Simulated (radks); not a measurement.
Results of a calculation; reference values are marked as such.
Mn7+, configuration [Ne] 3s2 3p5 3d1 (not the ground configuration).

Code: a radial shooting solver on a logarithmic mesh with Libxc functionals. Model: scalar-relativistic Kohn-Sham, LDA (Slater exchange, Perdew-Wang correlation), spin-polarised, spherical densities, finite nucleus; open shells are filled with parallel spins first; Fermi nuclear charge, rms radius 3.7057 fm.

Energy parts (eV):
total: -31017.207
kinetic: 31356.370
electron-nucleus: -71511.818
Hartree: 10372.895
exchange-correlation: -1234.655

Orbitals (lengths in bohr, moments of r in powers of bohr; <r^-3> diverges for s and p1/2; r(90%) holds 90 % of the orbital's charge):
orbital	occ.	eigenvalue (eV)	<r^-3>	<r^4>	r(90%)
1s up	1	-6561.784	-	0.00006444	0.109
1s down	1	-6561.171	-	0.00006442	0.109
2s up	1	-890.2187	-	0.01488	0.434
2s down	1	-888.7929	-	0.01480	0.433
2p up	3	-777.9386	418.3	0.01143	0.405
2p down	3	-776.5671	418.8	0.01137	0.404
3s up	1	-216.8862	-	0.7927	1.17
3s down	1	-213.4060	-	0.8067	1.17
3p up	3	-184.4701	64.84	0.9244	1.22
3p down	2	-181.0543	64.13	0.9468	1.23
3d up	1	-133.7684	7.277	1.132	1.29
3d down	0	-130.4715	7.222	1.182	1.30

The highest occupied level is 3d up at -133.77 eV. The spin density at the nucleus is -0.5425 e/bohr^3 (1s -0.5887, 2s -0.8313, 3s 0.8775).
